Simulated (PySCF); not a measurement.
CH₁₀N₂O₂Si₂ (SMILES C[Si](O)(O)N[SiH2]N), singlet, geometry from GFN2-xTB, atoms displaced at random by about 0.03 Å a coordinate; TPSS/STO-3G, gradient in PySCF.

Here is a job for PySCF.
```python
from pyscf import gto, scf, dft

mol = gto.M(
    atom='''
Si   -1.142270   -0.118875   -0.245944
C    -2.377274   -1.232481    0.624874
O    -1.382422    1.462767   -0.190048
O    -1.274591   -0.401228   -1.850032
N     0.482449   -0.417637    0.333039
Si    1.786407    0.547282    0.352386
N     3.095277   -0.371037    1.007338
H    -2.330512   -2.240830    0.291725
H    -3.364217   -0.888723    0.306755
H    -2.271630   -1.163984    1.665179
H    -1.286155    1.864628    0.658004
H    -0.996925    0.243272   -2.459052
H     0.607818   -1.378396    0.670070
H     2.043693    1.126127   -0.924500
H     1.634229    1.726777    1.275898
H     3.313295   -1.254559    0.595526
H     3.954801    0.043079    1.186597
''',
    basis='sto-3g',
    charge=0,
    spin=0,
    verbose=3,
)

mf = dft.RKS(mol)
mf.xc = 'tpss'
mf.conv_tol = 1e-4
mf.kernel()
g = mf.nuc_grad_method()
grad = g.kernel()
```

Problem. Write the output that PySCF gives for this input, abridged.

Solution. 
```
converged SCF energy = -872.451132442243
--------------- RKS gradients ---------------
         x                y                z
0 Si    -0.0295849974     0.0398083063    -0.0082871154
1 C     0.0026060614    -0.0260717432     0.0462268028
2 O     0.0224722273    -0.0347660670     0.0753390176
3 O     0.0489789979     0.1045617958    -0.0334937239
4 N     0.0767757703     0.0461105582     0.0047647323
5 Si    -0.0578419531    -0.0670099786    -0.0311088197
6 N     0.0639771395     0.0096962934    -0.0091695518
7 H    -0.0079908328     0.0317461251     0.0047863117
8 H     0.0094340502    -0.0040951216    -0.0067078814
9 H     0.0001810347     0.0009017036    -0.0456271439
10 H    -0.0091576313    -0.0342549057    -0.0821274450
11 H    -0.0373224924    -0.0836768046     0.0569114612
12 H    -0.0052178993     0.0115234642    -0.0083077557
13 H    -0.0017527308    -0.0071937613     0.0178472668
14 H    -0.0029148212     0.0142626341     0.0135988444
15 H    -0.0035620887     0.0432059033     0.0230210053
16 H    -0.0690785464    -0.0447300630    -0.0176354168
----------------------------------------------
```
